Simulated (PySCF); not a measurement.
Geometries of 2 isomers of CH2F4Si, from PBE0-D3(BJ)/def2-SVP geometry optimisation, gas phase in PySCF. One conformer each, no zero-point energy, no frequencies.

Problem. Which isomer lies lower at this level?
A.
```xyz
8
angstrom
F      1.551    1.520   -0.110
Si     1.181   -0.055   -0.026
C     -0.728   -0.201    0.180
F     -1.175    0.416    1.280
F     -1.395    0.303   -0.865
F     -1.061   -1.500    0.282
H      1.557   -0.720   -1.297
H      1.818   -0.651    1.172
```
B.
```xyz
8
angstrom
F     -1.792   -0.148   -1.268
C     -1.286   -0.266    0.002
Si     0.576   -0.146   -0.010
F      1.250   -1.268   -0.928
F      1.089    1.276   -0.532
F      1.103   -0.346    1.490
H     -1.592   -1.233    0.440
H     -1.706    0.526    0.648
```

Solution. B. That is `FC[Si](F)(F)F`, 75.3 kcal/mol below the other.

| SMILES | atoms numbered as above | E (Eh) | relative (kcal/mol) | relative (kJ/mol) | dipole (D) |
| --- | --- | --- | --- | --- | --- |
| FC[Si](F)(F)F | [F:1][CH2:2][Si:3]([F:4])([F:5])[F:6] | -727.37361 | 0.0 | 0.0 | 2.06 |
| F[SiH2]C(F)(F)F | [F:1][SiH2:2][C:3]([F:4])([F:5])[F:6] | -727.25361 | 75.3 | 315.0 | 1.87 |

As drawn, the higher has two fluorines on one carbon, which the lower lacks.
